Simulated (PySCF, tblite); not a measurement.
Isomers of C5H15OPSi2, one GFN2-xTB conformer each. Single-point energies are computed at PBE0/pcSseg-1 (PySCF, gas phase, no added dispersion term), electronic only.

Question: Rank them by PBE0/pcSseg-1 energy, lowest first (kcal/mol).
A. `[CH3:1][CH:2]([CH3:3])[C@H:4]([SiH2:5][PH2:6])[SiH2:7][CH:8]=[O:9]` with C1–C2–C4–Si5 -168°, C2–C4–Si5–P6 -96°, C4–Si5–P6–H 133° and -134°, C2–C4–Si7–C8 165°, C4–Si7–C8–O9 -15°
B. `[CH3:1][P@@:2]1(=[O:3])[CH2:4][C@H:5]([SiH3:6])[CH2:7][C@H:8]1[SiH3:9]` with C1–P2–C4–C5 126°, P2–C4–C5–Si6 83°, C4–C5–C7–C8 52°, C5–C7–C8–Si9 -166°

Answer: B (0.0), A (26.1).

As drawn, the lower has a P=O bond, which the higher lacks; the higher has a C=O bond, which the lower lacks. GFN2-xTB itself gives, in the same order: 0.0, 69.6. Both levels put the same isomer lowest.

Which frontier levels, dipoles and rotational constants go with these structures?

| SMILES | HOMO (eV, PBE0/pcSseg-1) | LUMO (eV) | dipole (D) | A, B, C (MHz) |
| --- | --- | --- | --- | --- |
| C[P@@]1(=O)C[C@H]([SiH3])C[C@H]1[SiH3] | -7.41 | 0.35 | 4.03 | 1337, 797.8, 639.8 |
| CC(C)[C@H]([SiH2]P)[SiH2]C=O | -7.06 | -1.68 | 2.23 | 1278, 774.2, 606.8 |

What happens when harmonic zero-point energies from GFN2-xTB frequencies are added?

```csv
SMILES,ZPE (kcal/mol),electronic (kcal/mol),with ZPE (kcal/mol)
C[P@@]1(=O)C[C@H]([SiH3])C[C@H]1[SiH3],113.0,0.0,0.0
CC(C)[C@H]([SiH2]P)[SiH2]C=O,112.8,26.1,25.9
```

The zero-point energies span 0.2 kcal/mol. The order is unchanged.
